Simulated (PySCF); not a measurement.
**Shapes and spin states of WN₂**

Computed with PySCF, PBE0, basis W def2-TZVP with ECP60, N def2-TZVP (scalar-relativistic core potentials, no spin–orbit coupling, density fitting).

Relaxations began from a few typed shapes and spin states; open shells are unrestricted. The search is not exhaustive: other isomers or separated fragments can lie lower, and high-lying points may rest on an excited occupation.

**Question.** Order these stationary points by electronic energy, lowest first, in kJ/mol from the lowest minimum.
A. singlet (closed shell, unstable to spin polarisation) C2v: N–N 1.382 Å, W–N 1.777 Å (×2); N–N–W 67.1° (×2), N–W–N 45.8°
B. singlet (closed shell, unstable to spin polarisation) C2v: W–N 1.692 Å (×2); N–W–N 104.3°
C. triplet (⟨S²⟩ 2.67) C∞v: N–N 1.129 Å, W–N 1.891 Å; N–N–W 180.0°
D. broken-symmetry Ms = 0 (⟨S²⟩ 0.82) C2v: W–N 1.695 Å (×2); N–W–N 102.3°
E. broken-symmetry Ms = 0 (⟨S²⟩ 1.14) C2v: W–N 1.715 Å (×2); N–W–N 97.6°
F. broken-symmetry Ms = 0 (⟨S²⟩ 0.44) C2v: N–N 1.338 Å, W–N 1.806 Å (×2); N–N–W 68.3° (×2), N–W–N 43.5°
G. singlet (closed shell, unstable to spin polarisation) D∞h: W–N 1.717 Å (×2); N–W–N 180.0°
H. singlet (closed shell, unstable to spin polarisation) C2v: W–N 1.730 Å (×2); N–W–N 147.8°

**Answer.** E (0.0), C (74.9), F (94.8), A (98.8), D (102.8), B (119.6), H (481.3), G (489.0).

**Question.** Which of them are minima?

**Answer.** By energy in kJ/mol, 0.0: minimum; 74.9: minimum; 94.8: minimum; 98.8: minimum of the closed-shell surface only; 102.8: minimum; 119.6: minimum of the closed-shell surface only; 481.3: minimum of the closed-shell surface only; 489.0: saddle point, 2 imaginary modes.

For the lowest minimum: the determinant is spin-contaminated (⟨S²⟩ = 1.14, pure value 0.00). With an element this heavy the missing spin–orbit coupling can shift these numbers.

The electron or spin density has lower symmetry than the nuclear frame for the triplet (⟨S²⟩ 2.67) C∞v at 74.9 kJ/mol, broken-symmetry Ms = 0 (⟨S²⟩ 0.82) C2v at 102.8 kJ/mol, singlet (closed shell, unstable to spin polarisation) D∞h at 489.0 kJ/mol.
